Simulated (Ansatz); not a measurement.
Molecule: sum formula SiOF3 (charge 0, doublet). It need not be the lowest isomer of its formula. 
Geometry from a B3LYP-D3(BJ)/def2-TZVP (Ansatz, a quantum-chemistry and plane-wave program) optimisation:
SMILES: [O][Si](F)(F)F
```xyz
5

Si     0.0176    -0.0125    -0.0063
F     -0.0986    -0.5856     1.4514
F     -0.2420     1.5362    -0.0068
F     -1.0570    -0.7470    -0.8855
O      1.5415    -0.2073    -0.6179
```
Charge 0, spin multiplicity 2.

Atomisation energy built up term by term with Ansatz (kcal/mol; UHF references for open shells; valence terms freeze the core; atomic spin-orbit terms are left out). Basis-set limits of correlation are two-point, X^-3; Hartree-Fock from the larger set (for Q and 5 zeta extrapolated as (X+1)exp(-9√X)).

```
term                                            basis  kcal/mol
-----------------------  ----------------------------  --------
Hartree-Fock             CBS(cc-pV(Q+d)Z,cc-pV(5+d)Z)         …
CCSD correlation         CBS(cc-pV(Q+d)Z,cc-pV(5+d)Z)         …
(T)                      CBS(cc-pV(Q+d)Z,cc-pV(5+d)Z)     10.38
core correlation                            cc-pwCVTZ      0.21
scalar relativity (X2C)    cc-pVTZ-DK against cc-pVTZ     -1.72
sum: De                                                       …
```

**Question.** Some entries are withheld; supply them.

**Answer.** 
- Hartree-Fock, kcal/mol: 385.37
- CCSD correlation, kcal/mol: 131.03
- sum: De, kcal/mol: 525.3
